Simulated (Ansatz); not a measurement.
`C[O][SnH2][SH]` + `CCCC(C)C` → `CCCCC(C)C` + `[OH][SnH2][SH]`  (formal exchange of groups at a C–O bond)

Computed with Ansatz on PBE0-D4/def2-TZVP structures; ΔE is electronic, products minus reactants. CBS: MP2 limit from def2 TZ/QZ plus the TZ coupled-cluster correction, frozen cores. def2 core potentials past Kr. For Sn outer-core shells are correlated without core-valence functions, which leaves a few kJ/mol of doubt a bond. Each species was taken in one conformer, which may not be the lowest.

`C[O][SnH2][SH]`:

Z-matrix (Å, degrees):
```
C
O 1 1.404
H 1 1.094 2 108.3
H 1 1.099 2 112.4 3 -118.8
H 1 1.100 2 112.9 3 118.9
Sn 2 1.966 1 119.3 3 -168.5
S 6 2.383 2 105.6 1 159.6
H 6 1.710 2 105.6 1 39.7
H 6 1.704 2 109.8 1 -84.8
H 7 1.344 6 93.2 2 -67.0
```

`CCCC(C)C`:

Cartesian coordinates in Å:
```
C 1.260 0.362 1.988
C 1.553 0.533 0.506
C 0.323 0.840 -0.338
C -0.788 -0.208 -0.313
C -1.967 0.260 -1.154
C -0.303 -1.572 -0.784
H 2.180 0.225 2.560
H 0.624 -0.506 2.179
H 0.746 1.241 2.390
H 2.052 -0.365 0.125
H 2.273 1.348 0.374
H 0.633 0.987 -1.381
H -0.099 1.799 -0.010
H -1.139 -0.311 0.721
H -2.793 -0.454 -1.115
H -2.341 1.228 -0.810
H -1.673 0.372 -2.203
H -1.121 -2.296 -0.792
H 0.486 -1.972 -0.143
H 0.095 -1.509 -1.802
```

`CCCCC(C)C`:

Cartesian coordinates in Å:
```
C 1.301 -0.692 -3.137
C 0.716 0.289 -2.135
C 0.478 -0.330 -0.767
C -0.111 0.650 0.234
C -0.278 0.110 1.652
C -1.252 -1.058 1.713
C -0.718 1.220 2.594
H 2.263 -1.081 -2.791
H 0.635 -1.547 -3.285
H 1.463 -0.225 -4.111
H -0.230 0.687 -2.519
H 1.385 1.151 -2.029
H 1.426 -0.721 -0.377
H -0.184 -1.196 -0.881
H 0.530 1.540 0.273
H -1.087 1.000 -0.128
H 0.705 -0.250 1.987
H -1.370 -1.416 2.740
H -2.240 -0.753 1.354
H -0.922 -1.903 1.106
H -1.696 1.613 2.297
H -0.806 0.859 3.622
H -0.010 2.053 2.589
```

`[OH][SnH2][SH]`:

Z-matrix (Å, degrees):
```
Sn
S 1 2.398
O 1 1.964 2 108.5
H 1 1.698 2 112.7 3 113.4
H 1 1.704 2 105.9 3 -118.3
H 2 1.344 1 93.3 3 -67.0
H 3 0.960 1 112.7 2 -46.3
```

```json
{"species": "`C[O][SnH2][SH]`", "CCSD(T)/CBS(def2) energy (Eh)": "-728.64890"}
{"species": "`CCCC(C)C`", "CCSD(T)/CBS(def2) energy (Eh)": "-236.76474"}
{"species": "`CCCCC(C)C`", "CCSD(T)/CBS(def2) energy (Eh)": "-276.02644"}
{"species": "`[OH][SnH2][SH]`", "CCSD(T)/CBS(def2) energy (Eh)": "-689.41238"}
```

**Question.** Work out ΔE.

**Answer.** ΔE = (-276.02644) + (-689.41238) − (-728.64890) − (-236.76474) = -0.02518 Eh = -66.1 kJ/mol.

Largest T1 diagnostic among the species: 0.013.

In def2-TZVPP, CCSD(T) changes the Hartree–Fock value by −4.9 kJ/mol (the triples alone add +0.1 kJ/mol) and MP2 by −9.4 kJ/mol.
